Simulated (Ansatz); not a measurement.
Gas-phase reaction (SMILES): BrBr → 2 Br atom; the Br-Br bond at the site shown breaks (other sites are not compared here).

Structures are relaxed separately at B3LYP-D3(BJ)/def2-TZVP in Ansatz (a first-principles code). Correlated levels leave the core frozen unless marked. Open shells are spin-unrestricted. No spin-orbit coupling. Frozen are the shells of the preceding noble gas and the d and f shells that filled before the atom's block. Non-relativistic. Basis-set limits of correlation are two-point, X^-3; Hartree-Fock from the larger set (for Q and 5 zeta extrapolated as (X+1)exp(-9√X)). Thermal terms are rigid-rotor harmonic-oscillator values from B3LYP-D3(BJ) frequencies (Ansatz) at 298.15 K and 1 atm. 1 Eh = 627.5095 kcal/mol. Atoms have translation alone.

```
species  E, CCSD(T)/CBS(cc-pVQZ,cc-pV5Z) (Ansatz) (Eh)  E, PBE/def2-TZVPD (Ansatz) (Eh)  H - E (Eh)
-------  ---------------------------------------------  -------------------------------  ----------
BrBr                                       -5145.35057                      -5147.53425     0.00442
Br atom                                    -2572.63366                      -2573.72119     0.00236
```

**Question.** Work out ΔE and ΔH at 298.15 K at the first level, then ΔH at the second.

**Answer.** 
1. ΔE = [2×(-2572.63366)] - [(-5145.35057)] = 0.08325 Eh = 52.2 kcal/mol at CCSD(T)/CBS(cc-pVQZ,cc-pV5Z).
2. The terms H - E add up to 0.00030 Eh, so ΔH = (0.08325 + (0.00030))×627.5095 = 52.4 kcal/mol.
3. At PBE/def2-TZVPD the same steps give ΔE = 57.6 and ΔH = 57.8 kcal/mol, a shift of +5.4 from the first level.
4. Tabulated enthalpies of formation (BrBr 7.4 kcal/mol, ATcT 1.112; Br atom 26.7 kcal/mol, ATcT 1.112) give ΔH = 46.0, so the errors are +6.4 and +11.8 kcal/mol; the tables hold anharmonic motion, scalar relativity, spin-orbit effects, which both levels lack, and core correlation, which the frozen-core level lacks.
